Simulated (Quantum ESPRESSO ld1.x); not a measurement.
Values are calculated unless marked as measured or tabulated.
Neutral promethium, 61 electrons, occupied as [Kr] 4d10 4f5 5p6 6s2 7s2 (not the ground configuration). Level of theory: Dirac Kohn-Sham, relativistic LDA (MacDonald-Vosko exchange, VWN5 correlation), spin-unpolarised, spherical densities, point nucleus; open shells fill j = l - 1/2 first (ld1.x of Quantum ESPRESSO 7.5).

Spin-orbit splittings of the eigenvalues, e(l+1/2) - e(l-1/2), with zeta = 2 splitting/(2l+1) and mean radii in bohr:

| shell | occ. | splitting (eV) | zeta (eV) | <r> j=l-1/2 | <r> j=l+1/2 |
|---|---|---|---|---|---|
| 2p | 6 | 554.3 | 369.5 | 0.08266 | 0.08915 |
| 3p | 6 | 111.5 | 74.35 | 0.2504 | 0.2630 |
| 3d | 10 | 24.30 | 9.721 | 0.2342 | 0.2381 |
| 4p | 6 | 24.46 | 16.31 | 0.6094 | 0.6382 |
| 4d | 10 | 4.365 | 1.746 | 0.6832 | 0.6934 |
| 4f | 5 | 0.5106 | 0.1459 | 0.9490 | 0.9592 |
| 5p | 6 | 3.741 | 2.494 | 1.554 | 1.632 |
